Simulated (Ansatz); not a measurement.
Ansatz results at the PBE0-D4/def2-TZVP geometry: HOMO energy (B3LYP/def2-TZVPP) -8.08 eV; HOMO energy (ωB97M-V/def2-TZVPP) -10.68 eV; LUMO energy (ωB97M-V/def2-TZVPP) 0.90 eV.

Each molecule was computed in one conformer, which needn't be the lowest.

Which molecule gave them?
A. `[CH3][Ta]([NH2])(=[O])[F]`
B. `[NH]=[Ta]([Cl])([Cl])[Cl]`
C. `[NH2][Ta]([NH2])([OH])=[S]`
D. `C[N]=[Ta]([NH2])([NH2])[NH2]`

A. The others give `[NH]=[Ta]([Cl])([Cl])[Cl]`: -8.31, -10.82, -0.23; `[NH2][Ta]([NH2])([OH])=[S]`: -6.99, -9.37, 1.19; `C[N]=[Ta]([NH2])([NH2])[NH2]`: -6.33, -8.84, 1.44.

B3LYP here is the variant with VWN-RPA as its local correlation; programs differ in this.
